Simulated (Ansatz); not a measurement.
An input meant for the cluster Ag₂Cl₂⁻ (charge -1, doublet; with a point charge).

```yaml
crystal:
  periodic: [false, false, false]
  atoms:
    - {symbol: Ag, position_ang: [0.455111, -0.081637, 0.460597]}
    - {symbol: Ag, position_ang: [-1.492124, 0.018794, -1.631917]}
    - {symbol: Cl, position_ang: [-0.797475, 1.944415, 0.073096]}
    - {symbol: Cl, position_ang: [1.834489, -1.881572, 1.098223]}
basis:
  gaussian: {orbitals: STO-3G, point_charges: [{charge: 0.50, position_ang: [5.323, -0.460, 0.113]}]}
total_charge: -1
magnetization: {spin_polarized: true, initial_magnetization: 7}
hamiltonian: {xc: {name: PBE}}
scf: {omitted_lower_state_checks: [starts]}
```

```sh
$ ansatz run in.yaml --threads 4 --pin off --events-out ev --progress --plain --max-ram 3916MiB
```

It prints (some lines left out):

```
Functional definition: PBE
869 factors; integrals over basis functions are off by at most 5.5e-4 eV
mean field evaluation 1: about -304814.6981 eV, gradient 9.2e1 eV
mean field evaluation 2: about -304787.2807 eV, gradient 7.9e1 eV
mean field evaluation 4: about -304621.1246 eV, gradient 1.3e2 eV
mean field evaluation 8: about -304884.4183 eV, gradient 4.1e1 eV
mean field evaluation 16: about -304924.1447 eV, gradient 2.7e0 eV
mean field evaluation 32: about -304924.3907 eV, gradient 2.9e-2 eV
mean field -304924.39103552 eV, -11205.7646853799 hartree, gradient 2.6e-6 eV, S^2 15.751508; 0 other end points of the search recorded, 0 dependent functions left out
reference -304924.39106496 eV, -11205.7646864616 hartree; 68, 61 occupied and 4, 11 virtual orbitals, 869 factors
Total energy: -304924.39106496 eV, -11205.7646864616 hartree
Checks for a lower state left out: starts
```

Something in this input is off. What?

The spin is set far too high (7 unpaired electrons typed, 1 in the doublet as meant). Self-consistency was reached. The result belongs to that input, not to the species as meant. The highest occupied level of an anion often lies above zero with these methods, and sets without diffuse functions describe the outer electron poorly.
